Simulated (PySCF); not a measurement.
A side-by-side comparison of computed properties.

First species: C2H8O3Si.
SMILES: `COC[SiH](O)O`

Second species: C₄H₉F₃Si₂.
Bonds: F1–C2, C2–F3, C2–F4, C2–C5, C5–C6, C6–Si7, Si7–C8, C8–Si9, C6–Si9. Hydrogens: H10, H11 on C5; H12 on C6; H13, H14 on Si7; H15, H16 on C8; H17, H18 on Si9.

Levels: PBE0/pcSseg-1 for dipole moment, HOMO energy, LUMO energy and HOMO–LUMO gap; GFN2-xTB for rotational constant A and rotational constant C. Geometries: GFN2-xTB. All species are isolated and taken at one optimised geometry, non-relativistic unless stated; the electronic structure was computed with PySCF and density fitting.

The conformers computed, where there is a choice (atom-mapped SMILES and torsion angles):
- `[CH3:1][O:2][CH2:3][SiH:4]([OH:5])[OH:6]`: C1–O2–C3–Si4 178°, O2–C3–Si4–O5 48°, H–O5–Si4–C3 -44°, H–O6–Si4–C3 -160°
- `[F:1][C:2]([F:3])([F:4])[CH2:5][CH:6]1[SiH2:7][CH2:8][SiH2:9]1`: F1–C2–C5–C6 59°, C2–C5–C6–Si7 179°

Values for the first species:

| Property | Result |
| --- | --- |
| Dipole moment | 1.01 D |
| HOMO energy | -7.52 eV |
| LUMO energy | 1.13 eV |
| HOMO–LUMO gap | 8.65 eV |
| Rotational constant A | 6.171 GHz |
| Rotational constant C | 1.294 GHz |

(1) Estimate the same properties for the second species, and the change in each.

## Answers

(1) 
```
             property      first     second  second less first
        dipole moment     1.01 D     2.48 D            +1.47 D
          HOMO energy   -7.52 eV   -8.06 eV           -0.54 eV
          LUMO energy    1.13 eV   -0.24 eV           -1.37 eV
        HOMO–LUMO gap    8.65 eV    7.82 eV           -0.83 eV
rotational constant A  6.171 GHz  2.266 GHz         -3.905 GHz
rotational constant C  1.294 GHz  0.579 GHz         -0.715 GHz
```

On the first: The dipole matches unit charges of opposite sign 0.21 Å apart (1 e·Å = 4.8032 D).

On the second: In atomic units the dipole is 0.97 e·bohr (1 au = 2.5417 D). A dipole of 2.48 D is allowed in C1, and pure rotational transitions are dipole-allowed.
